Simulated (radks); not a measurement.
The numbers below are computed, except where a source is named.
These are the eigenvalues of the occupied orbitals of an atom or ion with whole-number occupations (Ry). Level of theory: Dirac Kohn-Sham, LDA (Slater exchange, Perdew-Wang correlation), spin-unpolarised, spherical densities, point nucleus (a radial shooting solver on a logarithmic mesh with Libxc functionals).

| orbital | eigenvalue |
|---|---|
| 1s1/2 | -513.7865 |
| 2s1/2 | -60.71990 |
| 2p1/2 | -52.52177 |
| 2p3/2 | -51.60661 |
| 3s1/2 | -7.50409 |
| 3p1/2 | -5.11328 |
| 3p3/2 | -4.99928 |
| 3d3/2 | -1.20292 |
| 3d5/2 | -1.19150 |
| 4s1/2 | -0.92798 |

Which element is it, and in what charge state? The configuration may be excited. Open shells, if any, are shared by 2j + 1.

Answer. Z = 26, iron, charge +1: Fe+ in [Ar] 3d6 4s1. The list shows which subshells hold electrons but not how many an open one holds; the 1s level, -256.89 hartree, gives Z - s = 22.7 by -(Z - s)^2/2, which with screening and relativity narrows Z to a few neighbours, and the depths of the outer levels then fix element, charge and occupations together.
